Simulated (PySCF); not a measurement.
C₃H₉ClGe, charge +1, doublet, at a GFN2-xTB geometry (a state made from the parent by changing its charge; the spin is typed, not shown lowest); M06L/STO-3G (PySCF).

PySCF was given this input:
```python
from pyscf import gto, scf, dft

mol = gto.M(
    atom='''
C    -0.79832836    1.63350543   -1.14258380
Ge   -0.07027058    0.02770126   -0.23231321
C     1.63686824   -0.80349619   -1.04529117
C    -1.24063450   -1.67354742   -0.27864399
Cl    0.35549585    0.40607379    1.79514818
H    -1.01299556    1.42270273   -2.18754246
H    -1.71450687    1.95290625   -0.64724483
H    -0.07725723    2.44795046   -1.08345391
H     1.96700529   -1.62399928   -0.41633254
H     1.40104496   -1.13936210   -2.04979491
H     2.36268877    0.00504959   -1.05426793
H    -1.35645007   -1.97312739   -1.31512114
H    -2.18838683   -1.37102865    0.15826585
H    -0.76334571   -2.44955723    0.31110930
''',
    basis='sto-3g',
    charge=1,
    spin=1,
    verbose=4,
)

mf = dft.UKS(mol)
mf.xc = 'm06l'
mf.grids.prune = dft.gen_grid.sg1_prune
mf.kernel()
```

The log (banner, timings and long lists left out):

```
PySCF version 2.14.0

[INPUT] verbose = 4
[INPUT] num. atoms = 14
[INPUT] num. electrons = 75
[INPUT] charge = 1
[INPUT] spin (= nelec alpha-beta = 2S) = 1
[INPUT] symmetry False subgroup None
[INPUT] Mole.unit = angstrom
[INPUT] Symbol           X                Y                Z      unit          X                Y                Z       unit  Magmom
[INPUT]  1 C     -0.798328360000   1.633505430000  -1.142583800000 AA   -1.508621957873   3.086877885690  -2.159170456365 Bohr   0.0
[INPUT]  2 Ge    -0.070270580000   0.027701260000  -0.232313210000 AA   -0.132792150814   0.052347794705  -0.439008342019 Bohr   0.0
[INPUT]  3 C      1.636868240000  -0.803496190000  -1.045291170000 AA    3.093232675599  -1.518387741231  -1.975314031726 Bohr   0.0
[INPUT]  4 C     -1.240634500000  -1.673547420000  -0.278643990000 AA   -2.344459425687  -3.162546280272  -0.526560827356 Bohr   0.0
[INPUT]  5 Cl     0.355495850000   0.406073790000   1.795148180000 AA    0.671789794919   0.767368249464   3.392338413211 Bohr   0.0
[INPUT]  6 H     -1.012995560000   1.422702730000  -2.187542460000 AA   -1.914284173800   2.688518516371  -4.133856135257 Bohr   0.0
[INPUT]  7 H     -1.714506870000   1.952906250000  -0.647244830000 AA   -3.239948422985   3.690457959451  -1.223115464241 Bohr   0.0
[INPUT]  8 H     -0.077257230000   2.447950460000  -1.083453910000 AA   -0.145995005843   4.625955935903  -2.047431158489 Bohr   0.0
[INPUT]  9 H      1.967005290000  -1.623999280000  -0.416332540000 AA    3.717101283671  -3.068913865691  -0.786754477345 Bohr   0.0
[INPUT] 10 H      1.401044960000  -1.139362100000  -2.049794910000 AA    2.647591262602  -2.153082325709  -3.873550991427 Bohr   0.0
[INPUT] 11 H      2.362688770000   0.005049590000  -1.054267930000 AA    4.464834692885   0.009542342141  -1.992277649612 Bohr   0.0
[INPUT] 12 H     -1.356450070000  -1.973127390000  -1.315121140000 AA   -2.563319133947  -3.728670375978  -2.485218775226 Bohr   0.0
[INPUT] 13 H     -2.188386830000  -1.371028650000   0.158265850000 AA   -4.135451763305  -2.590868657432   0.299079111371 Bohr   0.0
[INPUT] 14 H     -0.763345710000  -2.449557230000   0.311109300000 AA   -1.442514330262  -4.628992291148   0.587911371805 Bohr   0.0

nuclear repulsion = 480.198802354932
number of shells = 31
number of NR pGTOs = 153
number of NR cGTOs = 51
basis = sto-3g
ecp = {}

******** <class 'pyscf.dft.uks.UKS'> ********
method = UKS
initial guess = minao
damping factor = 0
level_shift factor = 0
DIIS = <class 'pyscf.scf.diis.CDIIS'>
diis_start_cycle = 1
diis_space = 8
diis_damp = 0
SCF conv_tol = 1e-09
SCF conv_tol_grad = None
SCF max_cycles = 50
direct_scf = True
direct_scf_tol = 1e-13
number electrons alpha = 38  beta = 37
XC library pyscf.dft.libxc version 7.1.2
    S. Lehtola, C. Steigemann, M. J. T. Oliveira, and M. A. L. Marques,  SoftwareX 7, 1–5 (2018)
XC functionals = m06l
    Y. Zhao and D. G. Truhlar,  J. Chem. Phys. 125, 194101 (2006)
    Y. Zhao and D. G. Truhlar,  J. Chem. Phys. 125, 194101 (2006)
    Y. Zhao and D. G. Truhlar,  Theor. Chem. Acc. 120, 215 (2008)
radial grids:
    Treutler-Ahlrichs [JCP 102, 346 (1995); DOI:10.1063/1.469408] (M4) radial grids

becke partition: Becke, JCP 88, 2547 (1988); DOI:10.1063/1.454033
pruning grids: <function sg1_prune>
grids dens level: 3
symmetrized grids: False
atomic radii adjust function: <function treutler_atomic_radii_adjust>
small_rho_cutoff = 0
Set gradient conv threshold to 3.16228e-05
Traceback (most recent call last):
  File "input.py", line 29, in <module>
  File "<string>", line 2, in kernel
  File "site-packages/pyscf/scf/hf.py", line 2099, in scf
  File "site-packages/pyscf/scf/hf.py", line 132, in kernel
  File "site-packages/pyscf/dft/uks.py", line 42, in get_veff
  File "site-packages/pyscf/dft/uks.py", line 192, in initialize_grids
  File "site-packages/pyscf/dft/rks.py", line 506, in initialize_grids
  File "site-packages/pyscf/dft/gen_grid.py", line 653, in build
  File "<string>", line 6, in gen_atomic_grids
  File "site-packages/pyscf/dft/gen_grid.py", line 318, in gen_atomic_grids
  File "site-packages/pyscf/dft/gen_grid.py", line 81, in sg1_prune
IndexError: index 32 is out of bounds for axis 0 with size 19
```

The program refused the input.
